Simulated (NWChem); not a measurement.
A series in which one site is exchanged, each optimised at PBE0/def2-SVP with NWChem, gas phase unless a solvent is named. 

A: [CH3][AlH][CH3] (C$_{2}$H$_{7}$Al; site = Al)
B: [CH3][GaH][CH3] (C2H7Ga; site = Ga)
C: CBC (C$_{2}$H$_{7}$B; site = B)

Values for A:

- dipole (D), PBE0/def2-SVP: 0.70
- orbital gap (eV), PBE0/def2-SVP: 6.97
- static polarisability, PBE0/def2-SVPD (bohr³): 54.8
- lowest singlet excitation, PBE0/def2-SVPD, TDA (eV): 5.48

Q: How do these values change for the other members?

A: 
```tsv
change from A	B	C
dipole (D), PBE0/def2-SVP	-0.06	-0.22
orbital gap (eV), PBE0/def2-SVP	-0.20	+1.07
static polarisability, PBE0/def2-SVPD (bohr³)	+1.4	-12.8
lowest singlet excitation, PBE0/def2-SVPD, TDA (eV)	-0.20	+0.64
```
